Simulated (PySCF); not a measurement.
Compound: di-propylamine, C6H15N.
SMILES with atom numbers: `[CH3:1][CH2:2][CH2:3][NH:4][CH2:5][CH2:6][CH3:7]` (hydrogens: H8, H9, H10 on C1; H11, H12 on C2; H13, H14 on C3; H15 on N4; H16, H17 on C5; H18, H19 on C6; H20, H21, H22 on C7)

Structure used (PBE0-D3(BJ)/def2-SVP), in Å, numbered top down from 1:
```
atom  x, y, z in Å
C1     3.736   -0.235    0.616
C2     2.493   -0.373   -0.248
C3     1.202   -0.126    0.514
N4     0.048   -0.222   -0.346
C5    -1.215    0.003    0.314
C6    -2.382   -0.122   -0.651
C7    -3.728    0.158   -0.004
H8     3.720   -0.942    1.460
H9     3.818    0.780    1.039
H10    4.653   -0.427    0.039
H11    2.531    0.328   -1.098
H12    2.460   -1.385   -0.691
H13    1.154   -0.817    1.389
H14    1.226    0.892    0.946
H15    0.039   -1.131   -0.806
H16   -1.204    1.023    0.740
H17   -1.382   -0.679    1.182
H18   -2.206    0.565   -1.495
H19   -2.383   -1.139   -1.084
H20   -3.771    1.181    0.403
H21   -4.552    0.055   -0.726
H22   -3.927   -0.536    0.829
```

Linear response at CAM-B3LYP/def2-SVPD (PySCF, frozen core in the response, non-relativistic). Isolated species at its PBE0-D3(BJ)/def2-SVP geometry (one conformer only).

Static isotropic polarisability: 86.14 au (12.76 Å³), principal values 74.1, 79.7, 104.6 au.

Problem. What is the polarisability at 1064 nm and at the sodium D line?

Solution. 86.73 au at 1064 nm (+0.7 %), 88.11 au at 589.3 nm (+2.3 %). The rise at 589.3 nm is 3.34 times that at 1064 nm; a pure ω² law gives 3.26. The lowest singlet lies at 203 nm, shorter than both wavelengths.

Problem. What is the isotropic C6 coefficient between two such molecules, C6 = (3/π)∫α(iω)² dω?

Solution. 3268 au (Eh·bohr⁶) by a ten-point quadrature over imaginary frequencies, which is 1950 eV·Å⁶ or 188 J·nm⁶/mol.

Problem. Which effective excitation energy ω̄ makes London's formula C6 = (3/4)α²ω̄ exact here?

Solution. ω̄ = 4·C6/(3α²) = 0.587 Eh = 16.0 eV. A one-pole form α(ω) = α/(1 − ω²/ω̄²) fitted to the 1064 nm value gives 14.1 eV. London's choice of the ionisation energy (8.55 eV, ΔSCF at the same level) gives C6 = 1750 au, 47 % too low.

Problem. What three-body coefficient follows from the one-pole estimate C9 = (3/4)·α·C6?

Solution. 211000 au. This is an estimate from the two numbers above, not a computed integral.

Problem. The lowest 6 singlets have (eV, f): 6.10, 0.001; 6.69, 0.026; 7.06, 0.015; 7.38, 0.052; 7.58, 0.052; 8.01, 0.000. What share of the static polarisability do they carry in the sum over states α = Σ f/ω²?

Solution. 2.06 au, 2.4 % of α; the largest term, 0.71 au, is that of the state at 7.38 eV. Their oscillator strengths add up to 0.15. Higher states carry the rest.

Problem. What n − 1 at the D line would an ideal gas of it have at 273.15 K and 1 atm (2.6868 × 10¹⁹ cm⁻³), by n − 1 = 2π·N·α′?

Solution. 22.04 × 10⁻⁴, a formal value whether or not that pressure can be reached.
